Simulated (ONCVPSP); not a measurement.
**Scattering properties, ONCV potential for Rh (Z = 45)**

* Element: Rh
* Generator: ONCVPSP 4.0.1
* Type: optimised norm-conserving Vanderbilt (ONCV)
* Functional: PBE
* Relativity: fully relativistic
* Frozen core: [Ar] 3d10
* Valence charge: 17
* Reference configuration: 4s2 4p6 4d7 (charge +2)
* Partial waves: 4s: rc 1.30 bohr, ncon 4, nbas 7, qcut 9 1/bohr, 1 projector; 4p: rc 1.05 bohr, ncon 4, nbas 7, qcut 8 1/bohr, 1 projector; 4d: rc 1.55 bohr, ncon 4, nbas 8, qcut 8.1 1/bohr, 1 projector
* Local potential: polynomial inside 0.95 bohr (lpopt 5, dvloc0 3 Ha)
* Core correction: none

Open shells are filled in proportion to 2j + 1.

The phase is arctan(r·R′/R) of the radial function R(r), unwrapped; energies in Ha, scanned from -5 to 5 Ha. A pole is an energy at which the radial function vanishes at the test radius. The pseudo phase is shifted by a multiple of π to meet the all-electron one at the reference energy, and phase errors are pseudo minus all-electron; the curves can meet again beyond the range given. Levels narrower than the energy grid can be missing from the lists of poles.

Question: For each channel, where are the poles, and over which energies does the pseudopotential scatter like the atom?

Answer:

```csv
channel,radius (bohr),reference energy (Ha),"poles, all-electron","poles, pseudo",unbroken range about the reference energy with phases within 0.05 rad,phase error 1 Ha above the reference energy (rad)
s,1.32,-3.80,-2.16,"-2.24, 1.09",below -0.9,-0.003
p3/2,1.07,-2.57,3.23,2.36,below 3.0,-0.002
p1/2,1.07,-2.72,2.71,2.03,below 3.1,-0.002
d5/2,1.58,-0.94,0.47,0.47,below 3.0,-0.001
d3/2,1.58,-0.96,0.43,0.42,below 3.1,-0.001
```

Note: no bound ghost flagged; GHOST(+) flagged for s at 12.1 eV.

Phases in the d3/2 channel:

```json
{"E (Ha)": "-4.96", "all-electron": "1.265", "pseudo": "1.264"}
{"E (Ha)": "-4.72", "all-electron": "1.250", "pseudo": "1.250"}
{"E (Ha)": "-4.48", "all-electron": "1.233", "pseudo": "1.233"}
{"E (Ha)": "-4.24", "all-electron": "1.214", "pseudo": "1.213"}
{"E (Ha)": "-4.00", "all-electron": "1.191", "pseudo": "1.191"}
{"E (Ha)": "-3.76", "all-electron": "1.164", "pseudo": "1.163"}
{"E (Ha)": "-3.52", "all-electron": "1.131", "pseudo": "1.130"}
{"E (Ha)": "-3.28", "all-electron": "1.089", "pseudo": "1.088"}
{"E (Ha)": "-3.04", "all-electron": "1.036", "pseudo": "1.035"}
{"E (Ha)": "-2.80", "all-electron": "0.965", "pseudo": "0.964"}
{"E (Ha)": "-2.56", "all-electron": "0.867", "pseudo": "0.865"}
{"E (Ha)": "-2.32", "all-electron": "0.723", "pseudo": "0.722"}
{"E (Ha)": "-2.08", "all-electron": "0.505", "pseudo": "0.503"}
{"E (Ha)": "-1.84", "all-electron": "0.174", "pseudo": "0.172"}
{"E (Ha)": "-1.60", "all-electron": "-0.257", "pseudo": "-0.258"}
{"E (Ha)": "-1.36", "all-electron": "-0.667", "pseudo": "-0.667"}
{"E (Ha)": "-1.12", "all-electron": "-0.963", "pseudo": "-0.963"}
{"E (Ha)": "-0.88", "all-electron": "-1.157", "pseudo": "-1.157"}
{"E (Ha)": "-0.64", "all-electron": "-1.288", "pseudo": "-1.288"}
{"E (Ha)": "-0.40", "all-electron": "-1.381", "pseudo": "-1.381"}
{"E (Ha)": "-0.16", "all-electron": "-1.451", "pseudo": "-1.451"}
{"E (Ha)": "0.08", "all-electron": "-1.506", "pseudo": "-1.507"}
{"E (Ha)": "0.32", "all-electron": "-1.552", "pseudo": "-1.553"}
{"E (Ha)": "0.56", "all-electron": "-1.593", "pseudo": "-1.594"}
{"E (Ha)": "0.80", "all-electron": "-1.629", "pseudo": "-1.631"}
{"E (Ha)": "1.04", "all-electron": "-1.664", "pseudo": "-1.667"}
{"E (Ha)": "1.28", "all-electron": "-1.699", "pseudo": "-1.702"}
{"E (Ha)": "1.52", "all-electron": "-1.734", "pseudo": "-1.738"}
{"E (Ha)": "1.76", "all-electron": "-1.772", "pseudo": "-1.778"}
{"E (Ha)": "2.00", "all-electron": "-1.814", "pseudo": "-1.822"}
{"E (Ha)": "2.24", "all-electron": "-1.863", "pseudo": "-1.874"}
{"E (Ha)": "2.48", "all-electron": "-1.922", "pseudo": "-1.938"}
{"E (Ha)": "2.72", "all-electron": "-1.996", "pseudo": "-2.020"}
{"E (Ha)": "2.96", "all-electron": "-2.095", "pseudo": "-2.132"}
{"E (Ha)": "3.20", "all-electron": "-2.232", "pseudo": "-2.292"}
{"E (Ha)": "3.44", "all-electron": "-2.431", "pseudo": "-2.531"}
{"E (Ha)": "3.68", "all-electron": "-2.721", "pseudo": "-2.875"}
{"E (Ha)": "3.92", "all-electron": "-3.104", "pseudo": "-3.292"}
{"E (Ha)": "4.16", "all-electron": "-3.498", "pseudo": "-3.668"}
{"E (Ha)": "4.40", "all-electron": "-3.809", "pseudo": "-3.937"}
{"E (Ha)": "4.64", "all-electron": "-4.024", "pseudo": "-4.117"}
{"E (Ha)": "4.88", "all-electron": "-4.170", "pseudo": "-4.239"}
```
